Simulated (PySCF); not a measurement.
FGa, SMILES [F][Ga] (connectivity only; charge and spin as stated), charge +1, multiplicity 2.

Coordinates come from a PBE0-D3(BJ)/def2-TZVPD optimisation. The spin state was assumed, not searched.

Calculation: M06-2X/def2-TZVPD (PySCF).

### Question
Estimate the frontier levels, dipole moment and polarisability. (An estimate is asked for; the answer gives what the named calculation found.)

### Answer

| Item | Result |
|---|---|
| α spin, highest occupied and lowest empty level | -17.73 and -7.80 eV |
| β spin, highest occupied and lowest empty level | -20.53 and -13.19 eV |
| dipole moment about the centre of nuclear charge | 3.84 D |
| mean static polarisability | 19.8 bohr³ (2.94 Å³) |
| polarisability, principal values | 18.2, 18.2, 23.2 bohr³ |
| ⟨S²⟩ | 0.754 (pure state 0.75) |
